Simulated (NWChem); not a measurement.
System: pivalic acid (C₅H₁₀O₂); SMILES CC(C)(C)C(O)=O

```xyz
17

C      0.7551    -0.9961    -1.2597
C     -0.0127    -0.5717     0.0002
C     -1.4101    -1.1842     0.0062
C      0.7668    -0.9975     1.2523
C     -0.1436     0.9462     0.0006
O      1.0493     1.5628     0.0003
O     -1.1768     1.5630     0.0006
H      1.7601    -0.5514    -1.2839
H      0.8605    -2.0920    -1.2798
H      0.2217    -0.6917    -2.1736
H     -1.3400    -2.2826     0.0043
H     -1.9853    -0.8699    -0.8765
H     -1.9773    -0.8719     0.8948
H      1.7720    -0.5529     1.2678
H      0.2420    -0.6941     2.1716
H      0.8722    -2.0934     1.2702
H      0.8613     2.5139     0.0000
```
Atoms are numbered in this order, from 1.

All runs: NWChem. Pople sets run with spherical d functions. Coordinates come from a PBE0/def2-SVP optimisation. Not confirmed as a minimum by frequencies. Total energies compare along this basis series because the functional is fixed.

```csv
level,basis functions,energy (Ha),highest occupied level (eV),orbital gap (eV),dipole (D)
Hartree-Fock/STO-3G,45,-340.5439,-8.98,17.72,0.92
Hartree-Fock/3-21G,83,-342.9993,-11.58,16.76,1.60
Hartree-Fock/6-31G*,118,-344.9100,-11.79,16.92,1.81
Hartree-Fock/6-31+G*,146,-344.9178,-12.00,13.99,1.94
Hartree-Fock/6-311G**,186,-345.0067,-11.87,15.85,1.85
Hartree-Fock/6-311++G**,224,-345.0115,-11.98,(withheld),1.96
```

Question: Some entries are withheld; supply them.

Answer: 
- Hartree-Fock/6-311++G**, orbital gap (eV): 13.05
